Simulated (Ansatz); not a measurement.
Start from `[SiH3][O][InH][Br]` and change one element to get `C[O][InH][Br]`.

Ansatz, PBE0-D4/def2-TZVP geometries, multiplicity 1. Each molecule was computed in one conformer, which needn't be the lowest.

Elements past krypton have def2 core potentials. Scalar relativity is left out up to krypton.

```json
{"property": "HOMO energy (PBE/def2-TZVPP) / eV", "`[SiH3][O][InH][Br]`": "-7.03"}
{"property": "LUMO energy (B3LYP/def2-TZVPP) / eV", "`[SiH3][O][InH][Br]`": "-2.07"}
{"property": "HOMO–LUMO gap (PBE0/def2-TZVPP) / eV", "`[SiH3][O][InH][Br]`": "6.58"}
{"property": "size of the dipole moment (B3LYP/def2-TZVPP) / D", "`[SiH3][O][InH][Br]`": "2.36"}
{"property": "HOMO energy (B3LYP/def2-TZVPP) / eV", "`[SiH3][O][InH][Br]`": "-8.13"}
{"property": "HOMO–LUMO gap (B3LYP/def2-TZVPP) / eV", "`[SiH3][O][InH][Br]`": "6.06"}
```

(1) Give the same properties after the change, and the shifts. (An estimate is asked.)

## Answers

(1) Computed: 
| property | `C[O][InH][Br]` | shift |
| --- | --- | --- |
| HOMO energy (PBE/def2-TZVPP) / eV | -6.31 | 0.72 |
| LUMO energy (B3LYP/def2-TZVPP) / eV | -1.82 | 0.25 |
| HOMO–LUMO gap (PBE0/def2-TZVPP) / eV | 6.21 | -0.37 |
| size of the dipole moment (B3LYP/def2-TZVPP) / D | 1.30 | -1.06 |
| HOMO energy (B3LYP/def2-TZVPP) / eV | -7.53 | 0.60 |
| HOMO–LUMO gap (B3LYP/def2-TZVPP) / eV | 5.71 | -0.35 |

With PBE0 the HOMO rises by 0.62 eV and the LUMO rises by 0.24 eV, so the gap narrows by about 0.38 eV. PBE moves the HOMO by 0.72 eV and ωB97M-V by 0.50 eV. Dipoles are sizes alone; their direction can turn.

B3LYP here is the variant with VWN-RPA as its local correlation; programs differ in this.

Spin–orbit coupling is left out; it splits and shifts lone-pair levels of the heavy atoms by tenths of an eV.
